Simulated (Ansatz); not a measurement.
HSe, doublet, geometry from GFN2-xTB. Base run: Ansatz (a first-principles code) with B3LYP/cc-pVDZ.

Ansatz was given this input:
Ansatz 0.2 input:
```yaml
crystal:
  periodic: [false, false, false]
  atoms:
    - {symbol: Se, position_ang: [-0.00000000, -0.00000000, -0.04130131]}
    - {symbol: H, position_ang: [0.00000000, 0.00000000, 1.40424442]}
basis:
  gaussian:
    orbitals: cc-pVDZ
hamiltonian:
  xc: b3lyp
magnetization: {spin_polarized: true, initial_magnetization: 1}
```

The bond that is stretched is that between atoms 2 and 1. A test that says stable can miss a lower solution.

The base run was repeated with changes; each row names its change, and settings that it needs were set with it.

| change | ΔE vs base (eV) | <S^2> | stability test says |
|---|---|---|---|
| base | 0.00 | 0.752 | minimum |
| spin_polarized = on; lower_state_search = off | 0.00 | 0.752 | undecided (no full test) |
| spin_polarized = on; lower_state_search = standard | 0.00 | 0.752 | minimum |
| bond × 1.25 | 0.66 | 0.754 | minimum |
| spin_polarized = on; lower_state_search = off; bond × 1.25 | 0.66 | 0.754 | undecided (no full test) |
| spin_polarized = on; lower_state_search = standard; bond × 1.25 | 0.66 | 0.754 | minimum |
| bond × 1.5 | 1.89 | 0.802 | minimum |
| spin_polarized = on; lower_state_search = off; bond × 1.5 | 1.89 | 0.802 | undecided (no full test) |
| spin_polarized = on; lower_state_search = standard; bond × 1.5 | 1.89 | 0.802 | minimum |
| bond × 1.8 | 2.86 | 1.338 | minimum |
| spin_polarized = on; lower_state_search = off; bond × 1.8 | 2.86 | 1.338 | undecided (no full test) |
| spin_polarized = on; lower_state_search = standard; bond × 1.8 | 2.86 | 1.338 | minimum |
| bond × 2.2 | 3.25 | 1.668 | minimum |
| spin_polarized = on; lower_state_search = off; bond × 2.2 | 3.25 | 1.668 | undecided (no full test) |
| spin_polarized = on; lower_state_search = standard; bond × 2.2 | 3.25 | 1.668 | minimum |
| bond × 3.0 | 3.36 | 1.749 | minimum |
| spin_polarized = on; lower_state_search = off; bond × 3.0 | 3.36 | 1.749 | undecided (no full test) |
| spin_polarized = on; lower_state_search = standard; bond × 3.0 | 3.36 | 1.749 | minimum |

On stretching, the SCF can end on different states; <S^2> shows the spin contamination of each.
